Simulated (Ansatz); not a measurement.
The same ligand exchange along the group B, Al, Ga, In.

Isolated molecules relaxed with PBE0-D4/def2-TZVP in Ansatz; ΔE leaves out vibrations. CCSD(T)/CBS is the MP2 limit (def2-TZVPP, def2-QZVPP) plus CCSD(T) − MP2 in def2-TZVPP, frozen cores. This one scheme is used for every species. DFT in def2-TZVPP. def2 core potentials past Kr. For Ga, In outer-core shells are correlated without core-valence functions, which leaves a few kJ/mol of doubt a bond. Scalar relativity is left out up to krypton. Each species was taken in one conformer, which may not be the lowest.

```
                                                                                        reaction  PBE0-D4 (kJ/mol)  HF/CBS(def2) (kJ/mol)  CCSD(T)/CBS(def2) (kJ/mol)
                           `NB(N)O[SiH3]` + `O[SiH2][SiH2]O` → `O[SiH2][SiH2]O[SiH3]` + `NB(N)O`                -7                    -10                          -7
`[NH2][Al]([NH2])[O][SiH3]` + `O[SiH2][SiH2]O` → `O[SiH2][SiH2]O[SiH3]` + `[NH2][Al]([NH2])[OH]`                12                     16                          11
`[NH2][Ga]([NH2])[O][SiH3]` + `O[SiH2][SiH2]O` → `O[SiH2][SiH2]O[SiH3]` + `[NH2][Ga]([NH2])[OH]`                 5                      6                           4
`[NH2][In]([NH2])[O][SiH3]` + `O[SiH2][SiH2]O` → `O[SiH2][SiH2]O[SiH3]` + `[NH2][In]([NH2])[OH]`                 6                      9                           8
```

Largest T1 diagnostic: 0.015, for `[NH2][In]([NH2])[OH]`.
